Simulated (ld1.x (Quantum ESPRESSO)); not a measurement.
Pb, PAW: configuration errors across variants

```
Element                 : Pb
Generator               : ld1.x (Quantum ESPRESSO) 7.5
Type                    : PAW
Functional              : LDA (PZ)
Relativity              : non-relativistic
Frozen core             : [Xe] 4f14
Valence charge          : 14
Reference configuration : 5d10 6s2 6p0 (charge +2)
Partial waves           : 6s (bound): rcut 1.80, rcutus 2.35 bohr; 6s channel at -1.45 Ry: rcut 1.80, rcutus 2.35 bohr; 6p (bound, empty): rcut 2.40, rcutus 2.65 bohr; 6p channel at -0.45 Ry: rcut 2.40, rcutus 2.65 bohr; 5d (bound): rcut 1.60, rcutus 1.75 bohr; 5d channel at -2.2 Ry: rcut 1.60, rcutus 1.75 bohr
Local potential         : all-electron potential smoothed inside 1.45 bohr (lloc = -2)
Core correction         : a·sin(br)/r model core, default radius (ld1.x builds one for every PAW set, though the input has nlcc=.false.)
Augmentation charge     : BESSEL, radius 1.80 bohr
```

All-electron excitation energies from the reference (eV): (1) 5d10 6s2 6p2 -20.652; (2) 5d10 6s2 6p1 -13.712; (3) 5d10 6s1 6p0 28.928; (4) 5d9 6s2 6p3 1.883; (5) 5d10 6s2 6p2.3 -21.559; (6) 5d10 6s2 6p1.5 -17.973; (7) 5d10 6s0 6p4 -8.557; (8) 5d10 6s2 6p2 spin -21.087; (9) 5d10 6s2 6p1 spin -13.850.

Spin tests fill each open shell by Hund’s rule, majority spin first.

6 further variants failed, have other tests or another functional or relativity, and are left out.

A true bound ghost makes a file unfit for plane-wave use even where its test errors are small: the radial tests pick states by their node count and pass the ghost by.

Errors AE − PS in meV (a dash: test not solved or not reliable):

| change | (1) | (2) | (3) | (4) | (5) | (6) | (7) | (8) | (9) | bound ghosts |
| --- | --- | --- | --- | --- | --- | --- | --- | --- | --- | --- |
| base | +2.4 | +0.8 | -2.6 | -18 | +2.9 | +1.5 | +8.0 | +3.9 | +1.5 | s |
| type ultrasoft; local potential all-electron potential smoothed inside 1.35 bohr (lloc = -2); core correction none; augmentation PSQ, inside the norm-conserving radii | +1.6 | +0.6 | +1.6 | -34 | +1.9 | +1.0 | -6.1 | +3.5 | +1.3 | s |
| local potential all-electron potential smoothed inside 2.88 bohr (lloc = -2) | -2.5 | -1.4 | -6.0 | -82 | -2.6 | -2.1 | +0.7 | -4.4 | -2.4 | s |
| wave 6p channel at -0.45 Ry: rcut 2.40, rcutus 2.65 bohr becomes 6p channel at 0.61 Ry: rcut 2.40, rcutus 2.65 bohr | +3.0 | +0.9 | -2.6 | -22 | +3.7 | +1.9 | +8.4 | +4.5 | +1.6 | s |
| local potential all-electron potential smoothed inside 1.70 bohr (lloc = -1) | +5.0 | +2.0 | -1.3 | +42 | +5.7 | +3.5 | +11 | +6.3 | +2.6 | s |
| waves 6p (bound): rcut 2.04, rcutus 2.16 bohr; 6p channel at -0.45 Ry: rcut 2.04, rcutus 2.16 bohr | -1.9 | -0.7 | -2.3 | -74 | -2.2 | -1.2 | +0.7 | -2.6 | -0.8 | s, p |

Question: Give the same row for: all radii but the core radius scaled by about 0.96 (s 2.26, p 2.54, d 1.68 bohr, rcut 1.72/2.30/1.54); local potential all-electron potential smoothed inside 1.40 bohr (lloc = -2); augmentation BESSEL, radius 1.72 bohr.

Answer: +8.4, +3.2, +0.6, -6.7, +9.5, +5.9, +20, +18, +7.2; bound ghosts: s.
